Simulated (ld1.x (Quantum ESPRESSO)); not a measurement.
**F (Z = 9), PAW: configuration errors across variants**

```json
{
 "Element": "F (Z = 9)",
 "Generator": "ld1.x (Quantum ESPRESSO) 7.5",
 "Type": "PAW",
 "Functional": "PBEsol",
 "Relativity": "non-relativistic",
 "Frozen core": "[He]",
 "Valence charge": "7",
 "Reference configuration": "2s2 2p4.75 (charge +0.25)",
 "Partial waves": "2s (bound): rcut 0.65, rcutus 0.85 bohr; 2s channel at 2.6 Ry: rcut 0.65, rcutus 0.85 bohr; 2p (bound): rcut 1.35, rcutus 1.75 bohr; 2p channel at 3.25 Ry: rcut 1.35, rcutus 1.75 bohr; 3d channel at -0.1 Ry: rcut 1.05, rcutus 1.25 bohr",
 "Local potential": "all-electron potential smoothed inside 0.85 bohr (lloc = -2)",
 "Core correction": "Bessel-smoothed model core, default radius (core density twice the valence density)",
 "Augmentation charge": "BESSEL, radius 0.55 bohr"
}
```

All-electron excitation energies from the reference (eV): (1) 2s2 2p5 -3.251; (2) 2s2 2p4 16.077; (3) 2s2 2p3 54.365; (4) 2s2 2p2 114.859; (5) 2s1 2p5 34.969; (6) 2s2 2p1 200.448; (7) 2s1 2p6 15.356.

The default core radius of the base comes out at 0.29 bohr.

2 further variants failed, have other tests or another functional or relativity, and are left out.

Errors AE − PS in meV (a dash: test not solved or not reliable):

```tsv
change	(1)	(2)	(3)	(4)	(5)	(6)	(7)	bound ghosts
base	+0.3	+2.7	+6.7	+1.9	+5.0	+76	+13	none
all radii but the core radius scaled by about 0.73 (s 0.62, p 1.28, d 0.92 bohr, rcut 0.48/0.98/0.76); local potential all-electron potential smoothed inside 0.62 bohr (lloc = -2); augmentation BESSEL, radius 0.40 bohr	+0.4	+6.4	+38	+91	+6.7	+135	+12	none
waves 2p (bound): rcut 1.35, rcutus 2.28 bohr; 2p channel at 3.25 Ry: rcut 1.35, rcutus 2.28 bohr	+1.8	+24	+153	+542	+78	–	–	none
augmentation BESSEL, radius 0.70 bohr	+0.3	+2.5	+3.8	-8.4	+4.1	+56	+10	none
wave 3d channel at -0.1 Ry: rcut 1.05, rcutus 1.25 bohr becomes 3d channel at -0.1 Ry: rcut 1.05, rcutus 1.44 bohr	+0.3	+2.7	+6.7	+1.9	+5.0	+76	+13	none
wave 2s channel at 2.6 Ry: rcut 0.65, rcutus 0.85 bohr becomes 2s channel at -2.04 Ry: rcut 0.65, rcutus 0.85 bohr	+0.4	+3.3	+6.8	+2.3	+5.0	+122	+14	none
local potential all-electron potential smoothed inside 1.90 bohr (lloc = -2)	+0.1	+5.6	+76	+356	+16	+1145	+29	none
```

Give the same row for: core correction Bessel-smoothed model core inside 0.52 bohr.

+0.3, +2.6, +4.9, -7.1, +4.3, +38, +12; bound ghosts: none.
